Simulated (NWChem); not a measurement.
Si2H4Cl2; SMILES Cl[SiH2][SiH2]Cl

```xyz
8

Si     0.7761     0.8758     0.0000
Cl    -0.3083     2.6504     0.0000
Si    -0.7761    -0.8758     0.0000
Cl     0.3083    -2.6504     0.0000
H      1.6355     0.8346    -1.2174
H      1.6355     0.8346     1.2174
H     -1.6355    -0.8346    -1.2174
H     -1.6355    -0.8346     1.2174
```
Atoms are numbered in this order, from 1.

Level: PBE0/def2-SVP (NWChem), optimised geometry, unscaled harmonic frequencies. 

Q: List the harmonic frequencies with IR intensities, and the thermochemistry.

A: 
```json
[
 {"frequency (cm⁻¹)": "48", "IR intensity (km/mol)": "2.3"},
 {"frequency (cm⁻¹)": "67", "IR intensity (km/mol)": "5.3"},
 {"frequency (cm⁻¹)": "155", "IR intensity (km/mol)": "0.0"},
 {"frequency (cm⁻¹)": "351", "IR intensity (km/mol)": "18.5"},
 {"frequency (cm⁻¹)": "449", "IR intensity (km/mol)": "0.0"},
 {"frequency (cm⁻¹)": "548", "IR intensity (km/mol)": "155.4"},
 {"frequency (cm⁻¹)": "554", "IR intensity (km/mol)": "0.0"},
 {"frequency (cm⁻¹)": "567", "IR intensity (km/mol)": "0.0"},
 {"frequency (cm⁻¹)": "676", "IR intensity (km/mol)": "12.3"},
 {"frequency (cm⁻¹)": "707", "IR intensity (km/mol)": "0.0"},
 {"frequency (cm⁻¹)": "764", "IR intensity (km/mol)": "409.5"},
 {"frequency (cm⁻¹)": "859", "IR intensity (km/mol)": "0.0"},
 {"frequency (cm⁻¹)": "930", "IR intensity (km/mol)": "179.1"},
 {"frequency (cm⁻¹)": "934", "IR intensity (km/mol)": "0.0"},
 {"frequency (cm⁻¹)": "2242", "IR intensity (km/mol)": "127.4"},
 {"frequency (cm⁻¹)": "2245", "IR intensity (km/mol)": "0.0"},
 {"frequency (cm⁻¹)": "2251", "IR intensity (km/mol)": "0.0"},
 {"frequency (cm⁻¹)": "2260", "IR intensity (km/mol)": "156.3"}
]
```

```json
{
  "zero_point_energy": "23.7 kcal/mol",
  "thermal correction to the enthalpy at 298.15 K (with zero-point energy)": "28.6 kcal/mol",
  "heat capacity Cv": "22.0 cal/(mol K)",
  "entropy at 298.15 K and 1 atm (symmetry number 2)": "83.8 cal/(mol K)",
  "dipole_moment": "0.00 D"
}
```

Rigid rotor and harmonic oscillator; modes under 100 cm⁻¹ make the entropy uncertain.
